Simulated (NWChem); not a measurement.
# AlHBrCl; SMILES [AlH]([Br])[Cl]

Computed with NWChem. Pople sets run with spherical d functions. STO-3G and 3-21G are far too small for this property and stand as cheap habits. The geometry was optimised at PBE0/def2-SVP. Field at 589 nm.

```tsv
level	isotropic polarisability (bohr³)	anisotropy (bohr³)
B3LYP/STO-3G	20.3	25.4
B3LYP/6-31G*	(withheld)	(withheld)
B3LYP/def2-SVP	46.8	25.1
B3LYP/def2-SVPD	64.0	23.2
B3LYP/aug-cc-pVDZ	63.1	25.0
B3LYP/def2-TZVPD	64.7	23.7
```

Problem. What belongs in the gaps?

Solution. 
- B3LYP/6-31G*, isotropic polarisability (bohr³): 48.4
- B3LYP/6-31G*, anisotropy (bohr³): 28.0
